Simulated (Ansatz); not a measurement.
Consider the ligand exchange at a Y–F bond: `[NH2][Y]([NH2])[F]` + NH₃ → `[NH2][Y]([NH2])[NH2]` + H–F.

Calculated with Ansatz (gas phase, PBE0-D4/def2-TZVP geometries, no zero-point term in ΔE). CCSD(T)/CBS adds triple-zeta CCSD(T) − MP2 to the extrapolated MP2 energy (def2 sets, frozen cores). This one scheme is used for every species. Functionals use def2-TZVPP. HSE06 is defined as in plane-wave codes. def2 core potentials past Kr. For Y outer-core shells are correlated without core-valence functions, which leaves a few kJ/mol of doubt a bond. One conformer a species, not always the lowest.

| level | ΔE (kJ/mol) |
| --- | --- |
| LDA (SPW92) | 138.4 |
| HSE06-D4 | 139.9 |
| CAM-B3LYP | 151.0 |
| RPA@PBE/def2-TZVPP | 131.2 |

Question: What does CCSD(T)/CBS give? (Best estimate.)

Answer: Computed: +136.3 kJ/mol. The listed levels differ from it by 2.1, 3.6, 14.7, -5.1 kJ/mol.

Question: What do rigid-rotor, harmonic-oscillator terms from PBE0-D4/def2-TZVP frequencies (298.15 K, 1 bar) make of the CCSD(T)/CBS value? (An estimate is asked.)

Answer: The calculation gave: ΔZPE = -7.7 kJ/mol, ΔH = +130.2 kJ/mol, ΔS = -12 J/(mol·K), ΔG = +133.9 kJ/mol.

Largest T1 diagnostic among the species: 0.013.

From r2SCAN to r2SCAN0 (25 % exact exchange), in def2-TZVPP and without D4, ΔE moves by −3.4 kJ/mol. In def2-TZVPP, CCSD(T) changes the Hartree–Fock value by −15.1 kJ/mol (the triples alone add −1.4 kJ/mol) and MP2 by −16.4 kJ/mol. The D4 term adds −3.1 kJ/mol with B3LYP and −1.9 kJ/mol with PBE0; it sums over pairs of atoms, weighted by their polarisabilities, and B3LYP, whose exchange is more repulsive, gets the larger term.

B3LYP here is the variant with VWN-RPA as its local correlation; programs differ in this.
